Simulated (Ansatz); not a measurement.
An input meant for LiAl₃ (charge 0, singlet).

```yaml
crystal:
  periodic: [false, false, false]
  atoms:
    - {symbol: Al, position_ang: [0.659860, -1.294742, -0.615007]}
    - {symbol: Al, position_ang: [1.192122, 0.904683, 0.468691]}
    - {symbol: Al, position_ang: [-0.676887, 0.746845, -1.203777]}
    - {symbol: Li, position_ang: [-1.175105, -0.356786, 1.350103]}
basis:
  gaussian: {orbitals: "6-31G*"}
total_charge: -2
magnetization: {spin_polarized: true, initial_magnetization: 0}
hamiltonian: {xc: {name: r2SCANh}}
scf: {omitted_lower_state_checks: [starts]}
output: {forces: true}
```

```sh
$ ansatz run in.yaml --threads 4 --pin off --events-out ev --progress --plain --max-ram 3916MiB
```

It prints (some lines left out):

```
Functional definition: r2SCANh
636 factors; integrals over basis functions are off by at most 5.9e-4 eV
mean field evaluation 1: about -19982.2881 eV, gradient 1.5e1 eV
mean field evaluation 2: about -19978.1353 eV, gradient 2.6e1 eV
mean field evaluation 4: about -19987.3507 eV, gradient 4.2e0 eV
mean field evaluation 8: about -19984.2308 eV, gradient 9.7e0 eV
mean field evaluation 16: about -19988.0263 eV, gradient 2.1e-2 eV
mean field evaluation 32: about -19988.6990 eV, gradient 1.2e-2 eV
mean field -19988.69902119 eV, -734.5711402018 hartree, gradient 9.3e-6 eV, S^2 1.504598; 0 other end points of the search recorded, 0 dependent functions left out
reference -19988.69903891 eV, -734.5711408530 hartree; 22, 22 occupied and 50, 50 virtual orbitals, 636 factors
Total energy: -19988.69903891 eV, -734.5711408530 hartree
Atom 0 at     0.659860    -1.294742    -0.615007 Å, force     0.511712    -0.983954    -0.060204 eV/Å
Atom 1 at     1.192122     0.904683     0.468691 Å, force     0.332456     0.305204     0.251396 eV/Å
Atom 2 at    -0.676887     0.746845    -1.203777 Å, force    -0.589769     0.745790    -0.556061 eV/Å
Atom 3 at    -1.175105    -0.356786     1.350103 Å, force    -0.254398    -0.067040     0.364869 eV/Å
Dipole moment:     1.036469     0.355673    -1.075928 e Å
Checks for a lower state left out: starts
```

In this input the charge is far from what the species holds (-2 typed, 0 meant). The calculation finished and met its thresholds. The result belongs to that input, not to the species as meant.

The 6-31G sets use Cartesian d functions. A multiply charged anion in the gas phase is held together partly by the finite basis. The highest occupied level of an anion often lies above zero with these methods, and sets without diffuse functions describe the outer electron poorly. The unrestricted singlet has broken spin symmetry (⟨S²⟩ up to 1.50).
